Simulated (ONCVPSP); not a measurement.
# What the settings do to the ONCV potential of C (Z = 6)

Base potential:

```json
{
  "Element": "carbon (C)",
  "Generator": "ONCVPSP 4.0.1",
  "Type": "optimised norm-conserving Vanderbilt (ONCV)",
  "Functional": "LDA (Perdew-Wang 92)",
  "Relativity": "scalar-relativistic",
  "Frozen core": "none",
  "Valence charge": "6",
  "Reference configuration": "1s2 2s1 2p3",
  "Partial waves": "1s+2s: rc 0.45 bohr, ncon 4, nbas 7, qcut 26.7 1/bohr, 3 projectors, debl 1 Ha; 2p: rc 3.10 bohr, ncon 4, nbas 8, qcut 5.5 1/bohr, 3 projectors, debl 3.6 Ha",
  "Local potential": "polynomial inside 0.30 bohr (lpopt 4, dvloc0 3 Ha)",
  "Core correction": "none"
}
```

All-electron outer shells of the reference configuration (LDA (PZ), scalar-relativistic, ld1.x):

```tsv
shell	level (eV)	outermost node (bohr)	outermost maximum (bohr)
1s	-271.65	–	0.18
2s	-14.08	0.38	1.22
2p	-5.82	–	1.19
```

Cutoffs, loose and tight: the cutoffs (Ha) at which the residual kinetic energy of the hardest occupied pseudo-wave falls to 1 and 0.1 mHa per electron. They do not see the model core or the augmentation charge, which bear on the density cutoff. Test errors are all-electron minus pseudo excitation energies from the reference, over the configurations 1s2 2s2 2p2; 1s2 2s2 2p1; 1s2 2s2 2p0; 1s2 2s0 2p0. A dash means not determined; rows that change the core or the reference have their own tests. The largest error is taken over the tests solved by every variant that gives reliable tests at all: 1s2 2s2 2p0; 1s2 2s2 2p1; 1s2 2s2 2p2.

```tsv
change	outcome	cutoff, loose	cutoff, tight	bound ghosts	GHOST(+) flags above zero	largest test error (meV)
base	generated	277 Ha	319 Ha	none	s	+1516
local potential polynomial inside 0.45 bohr (lpopt 5, dvloc0 3 Ha)	generated	277 Ha	319 Ha	none	none	+1513
s: qcut 24.2	generated	252 Ha	297 Ha	none	s	+1516
local potential polynomial inside 0.30 bohr (lpopt 4, dvloc0 5 Ha)	generated	277 Ha	319 Ha	none	s	+1516
reference 1s2 2s2 2p2	generated	277 Ha	319 Ha	none	s	+2052 over the solved tests; 1 of 4 tests not solved or not reliable
s: debl 4.25	generated	277 Ha	319 Ha	none	none	+1516
p: rc 3.74	generated	277 Ha	319 Ha	none	s	+2210
```

Question: What comes out with this change to the base: functional PBE?

Answer: outcome: generated; cutoff, loose: 278 Ha; cutoff, tight: 319 Ha; bound ghosts: none; GHOST(+) flags above zero: s; largest test error (meV): +1499.

Question: What comes out with this change to the base: core [He], valence charge 4; reference 2s1 2p3; waves now 2s: rc 1.30 bohr, ncon 4, nbas 8, qcut 4.9 1/bohr, 2 projectors, debl 3.9 Ha; 2p: rc 2.10 bohr, ncon 4, nbas 8, qcut 6.1 1/bohr, 2 projectors, debl 1.1 Ha; local potential polynomial inside 1.10 bohr (lpopt 5, dvloc0 3 Ha); core correction Teter function, fcfact 1.75, rcfact 1.25?

Answer: outcome: generated; cutoff, loose: 24 Ha; cutoff, tight: 92 Ha; bound ghosts: none; GHOST(+) flags above zero: none; largest test error (meV): +588.
